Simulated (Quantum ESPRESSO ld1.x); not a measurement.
Question: Ir+, configuration [Xe] 4f14 5d7 7d1 (not the ground configuration). Method: scalar-relativistic Kohn-Sham, LDA (Slater exchange, VWN5 correlation), spin-polarised, spherical densities, point nucleus; open shells are filled with parallel spins first; computed with ld1.x of Quantum ESPRESSO 7.5. Some entries of the table are withheld. Estimate them.

| orbital | occ. | eigenvalue (hartree) | <r> (bohr) |
|---|---|---|---|
| 1s up | 1 | -2796.3010 | 0.01744 |
| 1s down | 1 | -2796.3009 | 0.01744 |
| 2s up | 1 | -489.6601 | 0.07364 |
| 2s down | 1 | -489.6534 | 0.07364 |
| 2p up | 3 | -425.5927 | 0.06626 |
| 2p down | 3 | -425.5870 | 0.06626 |
| 3s up | 1 | -114.9275 | 0.1906 |
| 3s down | 1 | -114.9242 | 0.1906 |
| 3p up | 3 | -96.1987 | 0.1914 |
| 3p down | 3 | -96.1952 | 0.1914 |
| 3d up | 5 | -75.5584 | 0.1733 |
| 3d down | 5 | -75.5533 | 0.1733 |
| 4s up | 1 | -24.9212 | 0.4236 |
| 4s down | 1 | -24.9142 | 0.4236 |
| 4p up | 3 | -18.7770 | 0.4508 |
| 4p down | 3 | -18.7700 | 0.4508 |
| 4d up | 5 | -11.2337 | 0.4787 |
| 4d down | 5 | -11.2253 | 0.4786 |
| 5s up | 1 | -4.1774 | 0.9784 |
| 5s down | 1 | -4.1279 | 0.9753 |
| 4f up | 7 | -2.8450 | 0.5360 |
| 4f down | 7 | -2.8322 | 0.5344 |
| 5p up | 3 | -2.5893 | 1.134 |
| 5p down | 3 | -2.5291 | 1.130 |
| 5d up | 5 | (1) | 1.622 |
| 5d down | 2 | (2) | 1.638 |
| 7d up | 1 | (3) | 11.18 |
| 7d down | 0 | (4) | 11.55 |

Answer: 
(1) 5d up eigenvalue (hartree): -0.8283
(2) 5d down eigenvalue (hartree): -0.7617
(3) 7d up eigenvalue (hartree): -0.0971
(4) 7d down eigenvalue (hartree): -0.0877
